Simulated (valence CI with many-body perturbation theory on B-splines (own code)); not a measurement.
# Which ion has this spectrum?

A relativistic CI+MBPT calculation for an atom or ion with 41 electrons gives these levels (cm⁻¹):

| J | Parity | E | g |
| --- | --- | --- | --- |
| 5/2 | even | 0.0 | 1.36 |
| 5/2 | even | 112420 | 1.34 |
| 7/2 | even | 150448 | 1.16 |
| 3/2 | even | 154580 | 1.19 |
| 11/2 | even | 158346 | 1.12 |
| 9/2 | even | 170942 | 1.14 |
| 5/2 | even | 179453 | 1.14 |
| 1/2 | even | 186879 | 1.81 |
| 7/2 | even | 194875 | 1.08 |
| 3/2 | even | 240201 | 0.79 |
| 5/2 | even | 261924 | 1.28 |
| 7/2 | even | 286089 | 1.22 |
| 11/2 | even | 291404 | 1.09 |
| 9/2 | even | 296349 | 1.15 |

The energies are calculated, and their last digits are not significant.

Q: Which is it?
A. Os35+
B. Re34+
C. Ir36+
D. Hf31+

A: B. Re34+, ground level (4d3/2^4 4d5/2) J=5/2.
